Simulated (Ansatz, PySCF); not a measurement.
Process, species as SMILES: Cl[Te]Cl -> Cl[Te] + Cl atom (the Cl-Te bond at the site shown breaks; other sites are not compared here)
Geometries: B3LYP-D3(BJ)/def2-TZVP minima from Ansatz (a first-principles code).

Quantity: bond dissociation energy (enthalpy at 298 K, with B3LYP-D3(BJ) rigid-rotor harmonic-oscillator terms from PySCF), in eV. Valence correlation only, unless marked. UHF or UKS for open shells. No spin-orbit coupling. The frozen core is the preceding noble-gas configuration, with the filled d and f shells of earlier blocks. Past Kr the def2 sets carry scalar-relativistic core potentials. STO-3G rows are all-electron and non-relativistic. Basis-set limits of correlation are two-point, X^-3; Hartree-Fock from the larger set. [CCSD(T)-MP2]/basis is that difference in the basis named.

```json
[
 {"level": "HF/def2-SVP", "program": "Ansatz", "bond dissociation energy (eV)": "1.21", "minus last row": "-1.66"},
 {"level": "r2SCAN-D3(BJ)/def2-TZVPD", "program": "Ansatz + dftd3", "bond dissociation energy (eV)": "2.87", "minus last row": "0.00"},
 {"level": "PBE0/STO-3G", "program": "Ansatz", "bond dissociation energy (eV)": "2.92", "minus last row": "0.05"},
 {"level": "PBE0/def2-SVP", "program": "Ansatz", "bond dissociation energy (eV)": "2.65", "minus last row": "-0.22"},
 {"level": "BHLYP-D4/def2-TZVPD", "program": "Ansatz + dftd4", "bond dissociation energy (eV)": "2.54", "minus last row": "-0.33"},
 {"level": "r2SCAN0-D4/def2-TZVPD", "program": "Ansatz + dftd4", "bond dissociation energy (eV)": "2.70", "minus last row": "-0.17"},
 {"level": "CAM-B3LYP-D3(BJ)/def2-TZVPD", "program": "Ansatz + dftd3", "bond dissociation energy (eV)": "2.69", "minus last row": "-0.18"},
 {"level": "CCSD/def2-SVP", "program": "Ansatz", "bond dissociation energy (eV)": "2.10", "minus last row": "-0.77"},
 {"level": "CCSD/def2-SVPD", "program": "Ansatz", "bond dissociation energy (eV)": "2.24", "minus last row": "-0.63"},
 {"level": "CCSD/def2-QZVPP", "program": "Ansatz", "bond dissociation energy (eV)": "2.62", "minus last row": "-0.25"},
 {"level": "CCSD/CBS(def2-TZVPP,def2-QZVPP)", "program": "Ansatz", "bond dissociation energy (eV)": "2.70", "minus last row": "-0.17"},
 {"level": "CCSD(T)/def2-QZVPP", "program": "Ansatz", "bond dissociation energy (eV)": "2.78", "minus last row": "-0.09"},
 {"level": "RI-MP2/CBS(def2-TZVPP,def2-QZVPP)+[CCSD(T)-MP2]/def2-SVP", "program": "Ansatz", "bond dissociation energy (eV)": "2.96", "minus last row": "0.09"},
 {"level": "RI-MP2/CBS(def2-TZVPPD,def2-QZVPPD)+[CCSD(T)-MP2]/def2-TZVPPD", "program": "Ansatz", "bond dissociation energy (eV)": "2.87", "minus last row": "0.00"},
 {"level": "CCSD(T)/CBS(def2-TZVPP,def2-QZVPP)", "program": "Ansatz", "bond dissociation energy (eV)": "2.87", "minus last row": "0.00"}
]
```
